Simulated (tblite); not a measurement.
Parent: `[OH:1][Si@H:2]1[CH2:3][NH:4][SiH2:5][NH:6]1` with H–O1–Si2–C3 -59°, O1–Si2–C3–N4 122°, Si2–C3–N4–Si5 7°, C3–N4–Si5–N6 -12°, N4–Si5–N6–Si2 12°, CH8N2OSi2.

Structures optimised with GFN2-xTB, isolated species. One conformer each, not checked by frequencies here.

```
coordinate of the parent    value
                  O1–Si2  1.628 Å
                  Si2–C3  1.908 Å
                   C3–N4  1.449 Å
                  N4–Si5  1.706 Å
                  Si5–N6  1.735 Å
                  Si2–N6  1.721 Å
               O1–Si2–C3   115.9°
               O1–Si2–N6   114.1°
               C3–Si2–N6    96.4°
               Si2–C3–N4   108.1°
               C3–N4–Si5   120.7°
               N4–Si5–N6    96.7°
              Si2–N6–Si5   116.6°
```

Problem. How does the shared frame change in `[N:1]#[C:2][CH2:3][Si@@H:4]1[NH:5][CH2:6][Si@@H:7]([OH:8])[NH:9]1` with C2–C3–Si4–N5 -73°, C6–Si7–O8–H 56°, C3–Si4–N5–C6 -141°, Si4–N5–C6–Si7 27°, N5–C6–Si7–O8 -138°, C6–Si7–N9–Si4 3°, C3H9N3OSi2? Atoms pair as O1 = O8, Si2 = Si7, C3 = C6, N4 = N5, Si5 = Si4, N6 = N9 (parent first).

Solution. 
| parent | relative | value in the relative | change |
| --- | --- | --- | --- |
| O1–Si2 | O8–Si7 | 1.624 Å | -0.004 |
| Si2–C3 | Si7–C6 | 1.906 Å | -0.002 |
| C3–N4 | C6–N5 | 1.452 Å | +0.003 |
| N4–Si5 | N5–Si4 | 1.707 Å | +0.001 |
| Si5–N6 | Si4–N9 | 1.730 Å | -0.005 |
| Si2–N6 | Si7–N9 | 1.726 Å | +0.005 |
| O1–Si2–C3 | O8–Si7–C6 | 115.3° | -0.6 |
| O1–Si2–N6 | O8–Si7–N9 | 114.3° | +0.2 |
| C3–Si2–N6 | C6–Si7–N9 | 96.1° | -0.3 |
| Si2–C3–N4 | Si7–C6–N5 | 107.3° | -0.8 |
| C3–N4–Si5 | C6–N5–Si4 | 117.3° | -3.4 |
| N4–Si5–N6 | N5–Si4–N9 | 97.5° | +0.8 |
| Si2–N6–Si5 | Si7–N9–Si4 | 115.7° | -0.9 |

Of the parent's bonds, O1–Si2, Si5–N6 and Si2–N6 change most and about equally (-0.005 to +0.005 Å). Bonds of the relative outside the shared frame: N1≡C2 1.145, C2–C3 1.422, C3–Si4 1.911 Å. Point group C1 → C1.

All values are computed, not measured.
